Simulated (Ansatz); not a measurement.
`C[N](C)[In]([Cl])[Cl]` + CH₃OH → `C[O][In]([Cl])[Cl]` + dimethylamine at 600 K and 1 bar (ligand exchange at the In–N bond).

Calculated with Ansatz (gas phase, PBE0-D4/def2-TZVP geometries, no zero-point term in ΔE). CCSD(T)/CBS is the MP2 limit (def2-TZVPP, def2-QZVPP) plus CCSD(T) − MP2 in def2-TZVPP, frozen cores. This one scheme is used for every species. Elements past krypton have def2 core potentials. For In outer-core shells are correlated without core-valence functions, which leaves a few kJ/mol of doubt a bond. One conformer a species, not always the lowest.

| species | CCSD(T)/CBS energy (Eh) | H − E (kJ/mol) | S (J/(mol·K)) |
| --- | --- | --- | --- |
| `C[N](C)[In]([Cl])[Cl]` | -1243.88764 | 294.2 | 529.6 |
| CH₃OH | -115.61712 | 163.6 | 277.3 |
| `C[O][In]([Cl])[Cl]` | -1224.50245 | 173.1 | 483.6 |
| `CNC` | -135.00321 | 284.6 | 333.5 |

H − E and S are ideal-gas, rigid-rotor, harmonic terms from PBE0-D4/def2-TZVP, for one conformer and one mirror image of each species. 1 Eh = 2625.50 kJ/mol, R = 8.31446 J/(mol·K).

Problem. By hand: ΔE, ΔH, ΔS and ΔG.

Solution. ΔE = (-1224.50245) + (-135.00321) − (-1243.88764) − (-115.61712) = -0.00090 Eh = -2.4 kJ/mol. Δ(H − E) = 173.1 + 284.6 − 294.2 − 163.6 = -0.1, so ΔH = -2.5 kJ/mol. ΔS = 483.6 + 333.5 − 529.6 − 277.3 = 10.2 J/(mol·K). ΔG = -2.5 − 600 × (10.2)/1000 = -8.6 kJ/mol.

Problem. By hand: the equilibrium constant, and the temperature at which ΔG would vanish if ΔH and ΔS stayed fixed.

Solution. log₁₀ K = −ΔG/(RT ln 10) = 0.7. ΔH and −TΔS have one sign here, so there is no such temperature.

TΔS isn't small against ΔH here. A doubt of 5 kJ/mol in ΔE shifts log₁₀ K by 0.4 here. Other conformers and mirror images would add mixing entropy, several J/(mol·K) or more a flexible species. Modes under 60 cm⁻¹, often nearly free rotors, make the harmonic entropy too high. These are equilibria of isolated gas molecules and say nothing of rates. Largest T1 diagnostic: 0.015 (customary marks: 0.02 for closed shells, 0.045 for open ones).

ΔS is within the doubt of such terms, so its sign, and with it that verdict, could turn.
